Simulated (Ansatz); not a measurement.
Program: Ansatz. Geometries: PBE0-D4/def2-TZVP. ΔE: electronic, gas phase. CBS: MP2 limit from def2 TZ/QZ plus the TZ coupled-cluster correction, frozen cores. Functionals use def2-TZVPP. B3LYP here is the variant with VWN-RPA as its local correlation; programs differ in this. For Se outer-core shells are correlated without core-valence functions, which leaves a few kJ/mol of doubt a bond. Scalar relativity is left out up to krypton. Each species was taken in one conformer, which may not be the lowest.

Consider the ligand exchange at the Si–C bond: `C#C/C=C\[SiH3]` + `NB[SeH]` → `[SiH3]NB[SeH]` + `C#CC=C`.

Task: Is it downhill or uphill in electronic energy at CCSD(T)/CBS, and by how much? (Best estimate.)

Result: Ansatz gave: Downhill: ΔE = -0.46 eV.

Task: What do these levels give: PBE0-D4, ωB97M-V, B2PLYP, B3LYP, MP2/def2-QZVPP, SCS-MP2/def2-QZVPP? (Best estimate.)

Result: Ansatz gave: PBE0-D4 -0.39, ωB97M-V -0.44, B2PLYP -0.47, B3LYP -0.47, MP2/def2-QZVPP -0.46, SCS-MP2/def2-QZVPP -0.49 eV.

Largest T1 diagnostic among the species: 0.012.

In def2-TZVPP, CCSD(T) changes the Hartree–Fock value by +0.12 eV (the triples alone add +0.02 eV) and MP2 by +0.13 eV. From PBE to PBE0 (25 % exact exchange), in def2-TZVPP and without D4, ΔE moves by −0.03 eV.
